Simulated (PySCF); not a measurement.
Below is a simulated gas-phase C 1s photoelectron spectrum of `C1=C[SiH2]C=C1` (silole).

Every computed line was given a Gaussian of 0.5 eV full width at half maximum and an area set by the number of equivalent atoms; the highest printed point is 100. Theory: PySCF 2.14.0, delta-SCF UKS SCAN, pcX-2 on the ionised atom, pcseg-1 elsewhere, spin-free X2C.

(binding energy (eV), intensity): (288.9, 0), (289.0, 1), (289.1, 4), (289.2, 13), (289.3, 29), (289.4, 55), (289.5, 82), (289.6, 99), (289.7, 95), (289.8, 73), (289.9, 46), (290.0, 24), (290.1, 15), (290.2, 20), (290.3, 38), (290.4, 64), (290.5, 90), (290.6, 100), (290.7, 90), (290.8, 64), (290.9, 37), (291.0, 17), (291.1, 6), (291.2, 2), (291.3, 0)

Task: How many maxima does the curve show, and how many computed lines lie under it?

Result: The curve has 2 maxima (at 289.6 and 290.6 eV). Under it lie 2 lines from 2 inequivalent carbon sites.

Task: Decompose the envelope and assign each component. Numbering: `[CH:1]1=[CH:2][SiH2:3][CH:4]=[CH:5]1`.

Result: 
```tsv
position (eV)	relative area	line	atoms	environment
289.63	2	C 1s	C2/C4	alkene CH carbon
290.60	2	C 1s	C1/C5	alkene CH carbon
```

Task: What are the centre and the root-mean-square width of the whole band?

Result: The area-weighted mean of the lines is 290.12 eV. Their own spread about it is 0.48 eV (rms) and each Gaussian has σ = 0.5/2.355 = 0.21 eV; the variances add, which gives 0.53 eV.

Task: Above which line width would these two lines show one maximum?

Result: Two equal Gaussians merge once their distance is under 2σ = FWHM/1.177. With 0.97 eV between them that is a full width over 1.14 eV.

Lowest listed C 1s: C2/C4, bonded to C (double bond), H and Si. Highest, 0.97 eV above it: C1/C5, bonded to C (double bond), C and H.

Shake-up satellites, vibrational structure and lifetime widths aren't simulated. The first atom of each set that the bonding makes equivalent was ionised and stands for the set. Spin contamination (⟨S²⟩ against 0.75 for a pure doublet) is marked for C 1s of C1/C5 (0.93), which makes this value less certain. Geometry: PBE0-D3(BJ)/def2-SVP; no solvent, vibrations or thermal averaging.

Hardware: one thread, Arm Neoverse N1, no GPU, on a shared host. Cost: 53 s wall.
